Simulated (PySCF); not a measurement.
PySCF input for C₂H₆BFN₂, SMILES NB(N)C(F)=C, PBE-D3(BJ)/def2-SVP. Geometry optimised at PBE-D3(BJ)/def2-SVP. The geometry has at least one imaginary mode, so it is a saddle point at that level. This is a generated structure with no PubChem entry under its InChIKey; it may be hypothetical. One conformer was computed; it need not be the lowest.

```python
import numpy as np
from pyscf import gto, scf, dft, df
from pyscf.hessian import thermo

mol = gto.M(
    atom='''
    C     1.89179293    0.62105934   -0.04737686
    C     0.79005408   -0.12922299    0.13608847
    F     0.95730235   -1.38630538    0.65507008
    B    -0.72971362    0.22436968   -0.16657495
    N    -1.67632616   -0.79119001    0.12335903
    N    -1.07875768    1.49530943   -0.69778091
    H     1.80866214    1.63547438   -0.46230021
    H     2.89417992    0.24525832    0.20878009
    H    -1.36654902   -1.68386338    0.50340994
    H    -2.68172303   -0.71553131   -0.01498715
    H    -2.03426514    1.77470377   -0.91132531
    H    -0.39295296    2.21900431   -0.89764992
    ''',
    basis='def2-SVP',
    charge=0,
    spin=0,
    max_memory=1600,
    verbose=3,
)
mf = dft.RKS(mol, xc='pbe').density_fit(auxbasis='def2-universal-jkfit')
mf.disp = 'd3bj'
mf.grids.level = 3
mf.conv_tol = 1e-11
mf.max_cycle = 100
mf.kernel()

# [left out here: the lines that compute and print the analytic Hessian (its translational invariance restored by hand, since the grid's response is missing), thermochemistry and intensities]
```

Output:

```
converged SCF energy = -313.493231162468

WARN: DFTD3 does not support analytical Hessian, using finite difference


WARN: Mole.unit (angstrom) is changed to Bohr

Mode                                 0                   1                   2
Irrep
Freq [cm^-1]                      -31.4461            204.6129            254.1455
Reduced mass [au]                   3.6226              3.5485              1.3139
Force const [Dyne/A]               -0.0021              0.0875              0.0500
Char temp [K]                     -45.2439            294.3924            365.6588
Normal mode                   x     y     z       x     y     z       x     y     z
       0   C                -0.01  0.05  0.12    0.09 -0.06  0.03   -0.00  0.01  0.01
       1   C                -0.00  0.00  0.00    0.02  0.04 -0.01    0.00  0.00 -0.00
       2   F                 0.01 -0.04 -0.11   -0.10  0.02 -0.02   -0.00 -0.00 -0.01
       3   B                 0.00  0.00  0.00    0.02  0.05 -0.02   -0.00  0.00  0.00
       4   N                -0.01  0.04  0.11    0.11 -0.03  0.02   -0.00  0.02  0.05
       5   N                 0.01 -0.03 -0.09   -0.10  0.01 -0.01    0.01 -0.04 -0.11
       6   H                -0.02  0.09  0.24    0.21 -0.05  0.04    0.00 -0.01 -0.02
       7   H                -0.01  0.04  0.12    0.04 -0.17  0.07   -0.00  0.01  0.03
       8   H                -0.02  0.07  0.18    0.22  0.01  0.02    0.02 -0.07 -0.18
       9   H                -0.01  0.04  0.11    0.10 -0.13  0.06    0.01 -0.03 -0.07
      10   H                 0.01 -0.03 -0.08   -0.13 -0.08  0.01   -0.05  0.16  0.43
      11   H                 0.03 -0.10 -0.27   -0.17  0.07 -0.06   -0.07  0.25  0.65
Mode                                 3                   4                   5
Irrep
Freq [cm^-1]                      299.7183            321.3644            368.8230
Reduced mass [au]                   1.8458              2.7808              1.5507
[...]
      11   H                 0.01 -0.04 -0.10   -0.26  0.28 -0.14    0.00 -0.01 -0.01
Mode                                15                  16                  17
Irrep
Freq [cm^-1]                      890.5515            908.2616           1144.1666
Reduced mass [au]                   1.9222              2.0597              3.5243
Force const [Dyne/A]                0.8982              1.0011              2.7183
Char temp [K]                    1281.3054           1306.7863           1646.2009
Normal mode                   x     y     z       x     y     z       x     y     z
       0   C                 0.00  0.03 -0.01   -0.02  0.12 -0.05   -0.06  0.04 -0.02
       1   C                -0.00  0.02 -0.01   -0.01  0.05 -0.02    0.10 -0.13  0.06
       2   F                 0.00 -0.03  0.01   -0.01 -0.11  0.04   -0.02  0.06 -0.03
       3   B                -0.02  0.00 -0.00    0.00 -0.01  0.00    0.12 -0.02  0.02
       4   N                 0.01  0.12 -0.05    0.01 -0.03  0.01   -0.05 -0.01 -0.00
       5   N                -0.04 -0.11  0.04    0.01  0.03 -0.01   -0.05  0.04 -0.02
       6   H                 0.12  0.05 -0.01    0.48  0.18 -0.02    0.15  0.05 -0.01
       7   H                -0.04 -0.05  0.02   -0.21 -0.30  0.10   -0.18 -0.24  0.08
       8   H                 0.38  0.24 -0.05   -0.10 -0.06  0.01    0.02  0.01 -0.00
       9   H                -0.02 -0.20  0.07    0.02  0.09 -0.03   -0.07 -0.21  0.07
      10   H                 0.06  0.16 -0.05   -0.02 -0.04  0.02    0.01  0.20 -0.07
      11   H                 0.22 -0.33  0.15   -0.06  0.09 -0.04    0.03 -0.02  0.01
Mode                                18                  19                  20
Irrep
Freq [cm^-1]                     1300.4133           1350.0569           1394.2163
Reduced mass [au]                   1.9723              1.7871              1.9403
Force const [Dyne/A]                1.9651              1.9191              2.2222
Char temp [K]                    1871.0052           1942.4313           2005.9668
Normal mode                   x     y     z       x     y     z       x     y     z
       0   C                 0.01 -0.02  0.01   -0.02 -0.04  0.01    0.00 -0.01  0.00
       1   C                -0.00  0.13 -0.05   -0.10  0.03 -0.02   -0.02  0.00 -0.00
       2   F                 0.01 -0.04  0.02    0.01 -0.01  0.01   -0.00  0.01 -0.00
       3   B                 0.13 -0.03  0.03    0.16  0.01  0.01   -0.01 -0.20  0.07
       4   N                -0.04 -0.01 -0.00   -0.04 -0.01  0.00    0.01  0.03 -0.01
       5   N                -0.02  0.01 -0.01   -0.03  0.01 -0.01   -0.01  0.04 -0.02
       6   H                -0.53 -0.09 -0.02    0.41  0.02  0.04    0.10  0.00  0.01
       7   H                -0.14 -0.30  0.11    0.21  0.45 -0.16    0.06  0.11 -0.04
       8   H                 0.01  0.00  0.00   -0.09 -0.04  0.01    0.35  0.15 -0.02
       9   H                -0.06 -0.13  0.04   -0.07 -0.21  0.07    0.05  0.24 -0.09
      10   H                 0.03  0.17 -0.06    0.00  0.08 -0.03    0.07  0.28 -0.10
      11   H                -0.01  0.01 -0.01    0.05 -0.05  0.02   -0.24  0.25 -0.12
Mode                                21                  22                  23
Irrep
Freq [cm^-1]                     1531.0272           1559.7173           1662.5063
Reduced mass [au]                   1.2611              1.8249              6.2752
Force const [Dyne/A]                1.7417              2.6156             10.2190
Char temp [K]                    2202.8073           2244.0860           2391.9765
Normal mode                   x     y     z       x     y     z       x     y     z
       0   C                -0.02 -0.01  0.00    0.02  0.01 -0.00   -0.15 -0.09  0.02
       1   C                 0.02  0.01 -0.00   -0.02  0.01 -0.00    0.17  0.11 -0.02
       2   F                 0.00 -0.00  0.00   -0.00  0.00 -0.00   -0.00 -0.01  0.00
       3   B                 0.05  0.03 -0.01   -0.02 -0.14  0.05   -0.05 -0.02  0.00
       4   N                -0.07 -0.07  0.02    0.04  0.06 -0.02    0.01  0.01 -0.00
       5   N                -0.02  0.04 -0.02   -0.02  0.10 -0.04    0.01  0.00 -0.00
       6   H                 0.02 -0.01  0.01   -0.04  0.00 -0.00    0.18 -0.08  0.05
       7   H                -0.01  0.02 -0.01    0.01 -0.02  0.01   -0.06  0.16 -0.07
       8   H                 0.51  0.13  0.01   -0.19 -0.02 -0.01   -0.07 -0.01 -0.00
       9   H                 0.01  0.47 -0.18    0.01 -0.22  0.09    0.00 -0.05  0.02
      10   H                -0.13 -0.29  0.10   -0.20 -0.40  0.13   -0.01 -0.02  0.01
      11   H                 0.28 -0.21  0.11    0.36 -0.22  0.13   -0.01  0.01 -0.01
Mode                                24                  25                  26
Irrep
Freq [cm^-1]                     3092.7472           3193.6403           3537.7399
Reduced mass [au]                   1.0620              1.1174              1.0493
Force const [Dyne/A]                5.9850              6.7149              7.7378
Char temp [K]                    4449.7746           4594.9374           5090.0200
Normal mode                   x     y     z       x     y     z       x     y     z
       0   C                -0.06 -0.03  0.01   -0.05  0.07 -0.03   -0.00  0.00 -0.00
       1   C                 0.01  0.01 -0.00   -0.00  0.00 -0.00    0.00 -0.00  0.00
       2   F                 0.00  0.00 -0.00    0.00 -0.00  0.00    0.00 -0.00  0.00
       3   B                 0.00 -0.00  0.00    0.00  0.00 -0.00    0.00  0.00 -0.00
       4   N                -0.00  0.00 -0.00    0.00 -0.00  0.00   -0.03 -0.04  0.01
       5   N                 0.00  0.00 -0.00   -0.00 -0.00  0.00    0.00 -0.01  0.00
       6   H                -0.06  0.59 -0.24    0.05 -0.66  0.27   -0.00 -0.00  0.00
       7   H                 0.66 -0.25  0.17    0.57 -0.20  0.14    0.00 -0.00  0.00
       8   H                -0.00  0.00 -0.00   -0.00 -0.00  0.00   -0.21  0.59 -0.25
       9   H                -0.00 -0.00  0.00   -0.00  0.00 -0.00    0.67 -0.06  0.10
      10   H                 0.00  0.00 -0.00    0.00 -0.00  0.00   -0.13  0.03 -0.03
      11   H                -0.00  0.00 -0.00    0.00 -0.00  0.00    0.08  0.08 -0.02
Mode                                27                  28                  29
Irrep
Freq [cm^-1]                     3546.2135           3644.7025           3647.2808
Reduced mass [au]                   1.0509              1.0988              1.0977
Force const [Dyne/A]                7.7869              8.5995              8.6036
Char temp [K]                    5102.2117           5243.9154           5247.6250
Normal mode                   x     y     z       x     y     z       x     y     z
       0   C                -0.00 -0.00  0.00   -0.00  0.00 -0.00   -0.00 -0.00  0.00
       1   C                 0.00  0.00  0.00    0.00 -0.00  0.00   -0.00 -0.00  0.00
       2   F                -0.00  0.00 -0.00   -0.00  0.00 -0.00   -0.00  0.00 -0.00
       3   B                 0.00 -0.00  0.00   -0.00  0.00 -0.00    0.00  0.00 -0.00
       4   N                -0.01 -0.01  0.00   -0.06  0.04 -0.02   -0.02  0.02 -0.01
       5   N                -0.02  0.05 -0.02   -0.03 -0.01  0.00    0.07  0.02 -0.00
       6   H                 0.00 -0.00  0.00   -0.00  0.00 -0.00    0.00 -0.00  0.00
       7   H                -0.00  0.00 -0.00    0.00 -0.00  0.00   -0.00  0.00 -0.00
       8   H                -0.04  0.11 -0.05    0.18 -0.56  0.24    0.07 -0.21  0.09
       9   H                 0.13 -0.01  0.02    0.62 -0.04  0.08    0.23 -0.02  0.03
      10   H                 0.70 -0.19  0.15    0.19 -0.06  0.04   -0.53  0.16 -0.12
      11   H                -0.42 -0.42  0.11    0.17  0.19 -0.05   -0.46 -0.50  0.14
temperature 298.1500 [K]
pressure 101325.00 [Pa]
Rotational constants [GHz] 4.89485 3.06169 1.88359
Symmetry number 1
Zero-point energy (ZPE) 0.08968 [Eh]   235455.051 [J/mol]
                           tot       elec      trans        rot        vib
Entropy [J/mol/K]       329.519      0.000    164.571    112.276     52.673
Cv [J/mol/K]            106.287      0.000     12.472     12.472     81.344
Cp [J/mol/K]            114.602      0.000     20.786     12.472     81.344
Internal energy [J/mol]                      3718.434   3718.434 245736.438
Internal energy [Eh]   -313.39680  -313.49323
Enthalpy [J/mol]                             6197.391   3718.434 245736.438
Enthalpy [Eh]          -313.39586
Gibbs free energy [J/mol]                  -42869.310 -29756.553 230031.947
Gibbs free energy [Eh] -313.43328
static polarisability / bohr^3: [[64.585  7.942  0.872]
 [ 7.937 51.87  -8.888]
 [ 0.866 -8.886 30.644]]
largest difference of analytic and finite-field dipole derivatives / e: 0.0016819953624083173
mode   freq/cm-1   IR/(km/mol)   Raman/(A^4/amu)   depolarisation
   1      -31.45         0.082             0.386            0.750
   2      204.61         0.619             0.747            0.511
   3      254.15        78.433             0.617            0.749
   4      299.72        70.824             0.279            0.750
   5      321.36         3.275             2.008            0.613
   6      368.82       164.542             1.286            0.750
   7      400.02        24.760             1.293            0.749
   8      404.12         0.490             0.493            0.497
   9      457.82         2.227             1.332            0.389
  10      574.26         0.213             2.133            0.750
  11      643.12         5.104             6.235            0.750
  12      677.58         2.142             6.547            0.142
  13      715.47         0.730             3.057            0.750
  14      819.95         0.082             2.185            0.674
  15      820.76        52.343             1.440            0.750
  16      890.55        10.151             4.251            0.086
  17      908.26        28.122             5.883            0.301
  18     1144.17        96.197             0.652            0.245
  19     1300.41        48.836             5.189            0.679
  20     1350.06        78.854            37.523            0.331
  21     1394.22        35.522             3.721            0.679
  22     1531.03        89.674             4.683            0.666
  23     1559.72       273.048             2.308            0.745
  24     1662.51        15.269            58.980            0.194
  25     3092.75         0.313           112.888            0.134
  26     3193.64         4.039            66.469            0.739
  27     3537.74        46.404            97.898            0.158
  28     3546.21        16.667           163.732            0.142
  29     3644.70        35.365            85.658            0.712
  30     3647.28        13.539            40.031            0.749
max |gradient| / (hartree/bohr): 0.00020239259713449758
APT charges: [-0.2461  0.3709 -0.4871  0.8605 -0.6941 -0.667   0.0417  0.0583  0.2184
  0.1784  0.1788  0.1874]
```

The calculation finished and met its thresholds. The end point has an imaginary mode, so it is no minimum.
